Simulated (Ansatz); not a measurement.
Reaction (ligand exchange at the Sn–C bond): `[CH3][Sn][Br]` + NH₃ → `[NH2][Sn][Br]` + CH₄

Calculated with Ansatz (gas phase, PBE0-D4/def2-TZVP geometries, no zero-point term in ΔE). CCSD(T)/CBS is the MP2 limit (def2-TZVPP, def2-QZVPP) plus CCSD(T) − MP2 in def2-TZVPP, frozen cores. This one scheme is used for every species. DFT in def2-TZVPP. def2 core potentials past Kr. For Br, Sn outer-core shells are correlated without core-valence functions, which leaves a few kJ/mol of doubt a bond. Scalar relativity is left out up to krypton. One conformer a species, not always the lowest.

```
             level  ΔE (kJ/mol)
              BLYP        -88.4
RPA@PBE/def2-TZVPP        -77.3
```

What does CCSD(T)/CBS give? (Best estimate.)

Ansatz gave: -78.8 kJ/mol. The listed levels differ from it by -9.6, 1.5 kJ/mol.

What do rigid-rotor, harmonic-oscillator terms from PBE0-D4/def2-TZVP frequencies (298.15 K, 1 bar) make of the CCSD(T)/CBS value? (Best estimate.)

Computed: ΔZPE = +1.1 kJ/mol, ΔH = -78.9 kJ/mol, ΔS = -19 J/(mol·K), ΔG = -73.3 kJ/mol.

Largest T1 diagnostic among the species: 0.014.

At CCSD(T), def2-SVP lies −5.3 kJ/mol from the extrapolated value and def2-TZVPP +1.6 kJ/mol. From BLYP to BHLYP (50 % exact exchange), in def2-TZVPP and without D4, ΔE moves by +6.0 kJ/mol. Leaving LDA and LC-ωPBE aside and taking each functional with its dispersion term where it has one, the values, not all of them listed here, spread over 10.5 kJ/mol, from BLYP-D4 to HSE06-D4.
